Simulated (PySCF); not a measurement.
**Orbital picture of AgI**

ωB97M-V at R = 2.570 Å; basis Ag def2-TZVPP with ECP28, I def2-TZVPP with ECP28; scalar-relativistic core potentials; PySCF 2.14. State: ¹Σ⁺ (singlet), closed shell. Only the outer orbitals are listed, counted within each symmetry, core potentials removing the inner ones.

```csv
orbital,occ.,ε (eV),on Ag (%),main shells (%)
7σ,2,-13.40,89,"88 Ag d, 9 I p"
4π,2,-13.22,97,97 Ag d
4π,2,-13.22,97,97 Ag d
2δ,2,-12.94,100,100 Ag d
2δ,2,-12.94,100,100 Ag d
8σ,2,-9.67,34,"66 I p, 22 Ag s"
5π,2,-8.81,5,95 I p
5π,2,-8.81,5,95 I p
9σ,0,-1.50,91,"70 Ag s, 21 Ag p, 9 I p"
6π,0,0.87,101,101 Ag p
6π,0,0.87,101,101 Ag p
```

Task: Which are the highest filled and the lowest empty level, where do they sit, and how wide is the gap?

Result: Highest filled 5π at -8.81 eV (in %: 95 I p); lowest empty 9σ at -1.50 eV (in %: 70 Ag s, 21 Ag p, 9 I p); the gap at ωB97M-V is 7.31 eV.

| Item | Value |
| --- | --- |
| bond order (Mayer) | 1.08 |
| ⟨S²⟩ | 0.000 |
| charge on Ag (Mulliken, basis-dependent) | 0.34 |
| charge on Ag (Löwdin, basis-dependent) | 0.11 |
| dipole moment (positive dipole means Ag(−)I(+)) | -5.48 D |

Shares are Mulliken populations and can fall outside 0 to 100 %.

Spin–orbit coupling is left out.
